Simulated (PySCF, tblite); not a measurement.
Isomers of C5H11PS2, one GFN2-xTB conformer each. Single-point energies are computed at PBE0/pcSseg-1 (PySCF, gas phase, no added dispersion term), electronic only.

```tsv
SMILES	GFN2-xTB relative energy (kcal/mol)
CP1(=S)CCSCC1	0.0
C=C[P@](C)(=S)CSC	32.9
```

Conformers: `[CH3:1][P:2]1(=[S:3])[CH2:4][CH2:5][S:6][CH2:7][CH2:8]1` with C1–P2–C4–C5 170°, P2–C4–C5–S6 -70°, C4–C5–S6–C7 67°, C5–S6–C7–C8 -67°; `[CH2:1]=[CH:2][P@:3]([CH3:4])(=[S:5])[CH2:6][S:7][CH3:8]` with C1–C2–P3–C4 126°, C2–P3–C6–S7 48°, P3–C6–S7–C8 77°.

Q: What does PBE0/pcSseg-1 give for the same structures?

A: 
```csv
SMILES,PBE0/pcSseg-1 E (Eh),PBE0/pcSseg-1 (kcal/mol),GFN2-xTB (kcal/mol),point group
CP1(=S)CCSCC1,-1334.21401,0.0,0.0,Cs
C=C[P@](C)(=S)CSC,-1334.16904,28.2,32.9,C1
```

Both levels put the same isomer lowest. As drawn, the higher has a C=C bond outside aromatic rings, which the lower lacks.

Q: Which frontier levels, dipoles and rotational constants go with these structures?

A: 
```json
{"SMILES": "CP1(=S)CCSCC1", "HOMO (eV, PBE0/pcSseg-1)": "-6.50", "LUMO (eV)": "0.91", "dipole (D)": "3.66", "A, B, C (MHz)": "1894, 887.3, 864.9"}
{"SMILES": "C=C[P@](C)(=S)CSC", "HOMO (eV, PBE0/pcSseg-1)": "-6.19", "LUMO (eV)": "-0.70", "dipole (D)": "3.00", "A, B, C (MHz)": "1461, 896.6, 855.2"}
```

Q: What happens when harmonic zero-point energies from GFN2-xTB frequencies are added?

A: 
```csv
SMILES,ZPE (kcal/mol),electronic (kcal/mol),with ZPE (kcal/mol)
CP1(=S)CCSCC1,93.9,0.0,0.0
C=C[P@](C)(=S)CSC,90.9,28.2,25.2
```

The zero-point energies span 3.0 kcal/mol. The order is unchanged.
